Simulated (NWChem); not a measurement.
# CH$_{5}$InO; SMILES [CH3][InH][OH]

```xyz
8

In    -0.2893     0.0274    -0.0002
H     -1.9799     0.4004     0.0016
C      0.8388    -1.7997    -0.0003
H      0.6576    -2.3585     0.9296
H      1.9076    -1.5576    -0.0751
H      0.5467    -2.4365    -0.8479
O      0.9415     1.6178    -0.0003
H      0.4800     2.4631     0.0035
```
Atoms are numbered in this order, from 1.

Program: NWChem. Coordinates come from a PBE0/def2-SVP (def2 core potentials past Kr) optimisation.

Question: Predict the results for B3LYP/STO-3G, non-relativistic. Quantities: highest occupied level (eV); orbital gap (eV); dipole (D).

Answer: The highest occupied level (eV) comes out as -3.61 and the orbital gap (eV) comes out as 6.06. The dipole (D) comes out as 1.12.
